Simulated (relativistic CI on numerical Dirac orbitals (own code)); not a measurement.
# Tc⁵⁺: resonant inelastic scattering at the L2,3 edge

Computed with this model: Dirac-Coulomb-Breit CI, KLI orbitals optimised for each configuration, QED by a radiative potential, valence Slater integrals scaled by 0.8, Kramers-Heisenberg scattering through one core-hole configuration in a parametric crystal field; configurations [Kr] 4d2 → [He] 2s2 2p5 3s2 3p6 3d10 4s2 4p6 4d3; 300 K; core-hole width 1.6 eV; summed over polarisations. Incident energies are the highest absorption maxima for each field (at most a few, so the weaker spin-orbit partner edge can be absent), on the computed scale of the free ion. Intensities are in per cent of the strongest line above 0.02 eV; levels within 1 cm⁻¹ are merged; final levels count from the ground level, the first row holds all elastic scattering, lines under 0.4 are left out and each table stops after 24 rows. The scale of the Slater integrals is a model choice and moves the terms in proportion.

Field parameters in Wybourne normalisation: D4h B²₀ = −7Ds, B⁴₀ = 21(Dq − Dt), B⁴₄ = 21√(5/14) Dq; Oh B⁴₀ = 21Dq, B⁴₄ = √(5/14) B⁴₀. The field is a parameter set, without covalency.

S is read from ⟨S²⟩ = S(S + 1).

D4h, 10Dq = 28450, Ds = 1830, Dt = 620 cm⁻¹:

```
Final level (eV)  Degeneracy  Irrep     S  2686.7 eV  2688.6 eV  2804.6 eV
           0.000           1     A1  1.00      756.9     1676.6      239.5
           0.025           2      E  1.00       10.2        1.9        8.1
           0.216           1     B1  0.99       14.0        6.7        1.1
           0.232           1     B2  0.99       12.1        7.0        1.3
           0.357           2      E  1.00       17.8       25.0        8.3
           0.417           1     A2  1.00        2.2        4.2        5.1
           0.457           1     A1  1.00        4.2       13.5        8.9
           1.416           1     B2  0.05        4.7        3.8        6.7
           1.460           1     B1  0.04        8.6        8.5        3.6
           1.716           2      E  0.05       19.7       10.9       15.9
           1.804           1     A1  0.03       24.5        7.8        6.9
           2.678           1     B1  1.00        3.4        4.0        2.6
           2.692           2      E  0.99        5.4       17.3        6.2
           2.998           1     A1  0.98        6.8       47.5       30.2
           3.001           1     A2  1.00        6.6       17.3        6.5
           3.029           2      E  1.00       25.2      100.0       42.4
           3.059           1     B2  0.98        6.9       16.5        7.3
           3.064           1     B1  1.00        5.1       30.4       11.6
           3.367           1     A1  0.07        3.1       18.3       24.0
           4.181           2      E  0.26        3.5       19.8        5.1
           4.184           1     B2  0.59        2.5       15.2        4.0
           4.266           1     B1  1.00        3.1       17.9        2.0
           4.280           2      E  0.89        6.4       55.4       22.7
           4.281           1     A2  1.00        0.8        7.1       15.5
```

Oh, 10Dq = 34650 cm⁻¹:

| Final level (eV) | Degeneracy | Irrep | S | 2686 eV | 2690 eV | 2806.2 eV |
| --- | --- | --- | --- | --- | --- | --- |
| 0.000 | 2 | E | 1.00 | 1019.8 | 1828.5 | 197.8 |
| 0.007 | 3 | T2 | 1.00 | 46.0 | 2.4 | 1.5 |
| 0.194 | 3 | T1 | 1.00 | 27.1 | 44.2 | 9.8 |
| 0.275 | 1 | A1 | 1.00 | 1.6 | 17.8 | 5.1 |
| 1.481 | 3 | T2 | 0.02 | 66.7 | 20.7 | 11.7 |
| 1.503 | 2 | E | 0.02 | 38.3 | 8.6 | 2.0 |
| 3.281 | 1 | A1 | 0.02 | 7.8 | 5.9 | 7.6 |
| 4.114 | 1 | A2 | 1.00 | 4.2 | 36.9 | 10.8 |
| 4.154 | 3 | T2 | 1.00 | 14.6 | 81.9 | 42.4 |
| 4.222 | 3 | T1 | 1.00 | 6.1 | 34.5 | 17.6 |
| 4.225 | 2 | E | 1.00 | 4.2 | 57.7 | 29.3 |
| 5.288 | 1 | A1 | 0.99 | 0.8 | 17.9 | 14.1 |
| 5.333 | 3 | T1 | 1.00 | 2.7 | 54.2 | 38.0 |
| 5.408 | 3 | T2 | 0.94 | 3.2 | 100.0 | 34.6 |
| 5.444 | 2 | E | 1.00 | 3.0 | 65.6 | 11.1 |
| 5.771 | 3 | T2 | 0.16 | 1.5 | 32.1 | 20.5 |
| 6.101 | 3 | T1 | 0.01 | 0.9 | 22.6 | 22.0 |

D4h, 10Dq = 30000, Ds = 2650, Dt = 600 cm⁻¹:

```csv
Final level (eV),Degeneracy,Irrep,S,2686.6 eV,2688.8 eV,2804.8 eV
0.000,1,A1,1.00,940.7,2170.1,287.9
0.021,2,E,1.00,12.6,7.1,2.3
0.494,1,B1,0.98,17.3,6.5,1.2
0.514,1,B2,0.99,15.0,8.9,1.5
0.623,2,E,1.00,23.4,22.7,10.8
0.697,1,A2,1.00,3.3,4.4,5.1
0.717,1,A1,1.00,6.6,9.0,7.0
1.396,1,B2,0.05,4.4,5.1,6.0
1.438,1,B1,0.05,10.9,9.6,4.7
2.005,2,E,0.05,22.4,11.5,16.7
2.035,1,A1,0.03,34.3,9.2,10.4
3.060,1,B1,1.00,3.7,7.5,5.5
3.078,2,E,0.99,10.0,28.7,15.7
3.152,1,A2,1.00,9.0,22.5,9.0
3.154,1,A1,0.99,9.5,62.8,37.3
3.203,2,E,1.00,24.9,100.0,47.2
3.232,1,B2,0.99,8.0,20.0,11.5
3.259,1,B1,1.00,5.3,30.9,12.6
3.709,1,A1,0.04,2.0,15.4,16.7
4.288,2,E,0.03,2.2,18.8,8.4
4.589,1,B2,0.61,2.9,24.8,4.0
4.655,1,B1,1.00,3.7,31.9,3.9
4.673,2,E,0.99,8.3,94.6,32.1
4.700,2,A1+A2,1.00,2.4,31.6,36.8
```

For the first field the strongest loss at the lowest incident energy is the level at 3.03 eV (S = 1.00, against 1.00 in the thermal ground state). Levels of other spin, the first over 8 % at 1.46 eV, appear because spin-orbit coupling of the core hole, and in heavier ions of the valence shell too, mixes spins.
